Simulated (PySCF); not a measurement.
Assigning NMR signals

Atoms are numbered as in `[CH3:1][c:2]1[cH:3][cH:4][cH:5][cH:6][c:7]1[NH:8][NH:9][SiH3:10]`. Each H is labelled by its parent atom.

Isolated molecule, fast rotation and ring inversion assumed for equivalent nuclei, no relativistic terms, a single conformation. GFN2-xTB structure; PBE0/pcSseg-1 with gauge-including orbitals; PySCF 2.14.0 with density-fitted response routines.

References, each an isolated molecule treated in the same way: ¹³C (σ = 186.93 ppm), ¹H (σ = 31.72 ppm) against TMS.

Question: Assign these signals to the numbered atoms. ¹³C{¹H} NMR (computed): δ 152.1, 136.0, 133.1, 124.0, 123.6, 114.6, 19.5.

Answer: 
152.1 → C7, aromatic carbon bearing nitrogen: the electronegative substituent deshields the carbon that carries it
136.0 → C3, aromatic CH: the aromatic region
133.1 → C5, aromatic CH
124.0 → C2, substituted aromatic carbon
123.6 → C4, aromatic CH
114.6 → C6, aromatic CH: resonance donation from the substituent shields this position
19.5 → C1, methyl carbon on an aromatic ring: a saturated carbon with 1 carbon neighbour and no heteroatom attached

C2 and C4 lie closer than the usual error of such a calculation, so a measured spectrum could show them in the other order.

Question: Assign these signals to the numbered atoms. ¹H NMR (400 MHz, computed): δ 7.48 (m, 1H), 7.38 (d, 1H), 6.99 (m, 1H), 6.91 (d, 1H), 4.62 (s, 3H), 4.43 (br s, 1H), 2.80 (br s, 1H), 2.21 (s, 3H).

Answer: 
7.48 → H(C5), hydrogen on an aromatic CH: ring-current deshielding
7.38 → H(C3), hydrogen on an aromatic CH
6.99 → H(C4), hydrogen on an aromatic CH
6.91 → H(C6), hydrogen on an aromatic CH
4.62 → H(Si10), hydrogen on a silicon bonded to N
4.43 → H(N8), hydrogen on a nitrogen bonded to O or N: labile proton, position sensitive to the medium
2.80 → H(N9), hydrogen on a nitrogen bonded to O or N
2.21 → H(C1), hydrogen on a methyl carbon on an aromatic ring: benzylic-type position, deshielded by the ring

H(C5) and H(C3); H(C4) and H(C6) lie closer than the usual error of such a calculation, so a measured spectrum could show them in the other order.

OH and NH positions are those of a molecule without intermolecular hydrogen bonds; in solution they move with solvent, concentration and temperature, and exchange usually removes their couplings. Shifts are as computed. Against solution values, carbons near 30 ppm lie about +3 ppm off and those near 130 ppm about +5 ppm. Of 1211 compounds with measured shifts, 218 miss one by over three times the rms of a fit or turn the order of signals round; such compounds aren't used in these exercises. No couplings were computed; multiplicities are counted from neighbouring protons, with m where these are inequivalent, close in shift, in a saturated or five-membered ring or joined by F or P, and br s for small geminal =CH2 splittings.
